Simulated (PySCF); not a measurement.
C3H9OSi (doublet state).
Cartesian coordinates in Å at the GFN2-xTB level; atoms count from 1:
```xyz
14
C3H9OSi angstrom
C     -2.5287    0.8508    0.6140
O     -1.2755    0.4150    0.4976
Si    -0.5904   -0.8595   -0.2591
C      1.2497   -0.6703    0.1542
C      1.8772    0.6013   -0.4095
H     -3.3408    0.3020    0.1789
H     -2.6810    1.7278    1.2108
H     -0.8480   -0.7896   -1.7033
H     -1.1426   -2.1186    0.2560
H      1.7798   -1.5370   -0.2420
H      1.3974   -0.6883    1.2353
H      2.9305    0.6680   -0.1397
H      1.8025    0.6175   -1.4948
H      1.3692    1.4804   -0.0200
```

The hyperfine couplings belong to this conformer and change with its torsions.

Identity: `[CH2]O[SiH2]CC` [radical].

Method used: UKS B3LYP, pcH-1 on C H O Si, non-relativistic, mean-field spin-orbit, GIAO (PySCF). Isolated species at its GFN2-xTB geometry (one conformer only). Couplings are sensitive to structure, and on GFN2-xTB geometries they can be far from those on DFT ones. The SCF solution wasn't tested for stability.

Largest spin populations (Mulliken): C1 (+0.97) and O2 (+0.10). No atom but C1 exceeds +0.15. The angles at C1 add up to 359.9°, so it is planar; its axial dipolar tensor and the negative couplings of its protons fit spin in a p orbital normal to that plane.

Problem. McConnell's relation a(H) = Q·ρ ties the coupling of a proton on a planar π carbon to the spin population of that carbon. What Q do the computed values give?

Solution. 
```tsv
H	C	ρ(C)	a(H) (G)	a/ρ (G)
H6	C1	+0.974	-22.99	-23.6
H7	C1	+0.974	-23.34	-24.0
```

These protons share one ρ (within 0.01), so their mean ratio, Q = -23.8 G, is no test of linearity.

Couplings in gauss use g_iso = 2.0032.

On one thread of an Arm Neoverse V1, on a shared host, this took 43 s wall (grids of density and orbitals included) and 0.76 GiB of memory at its peak.
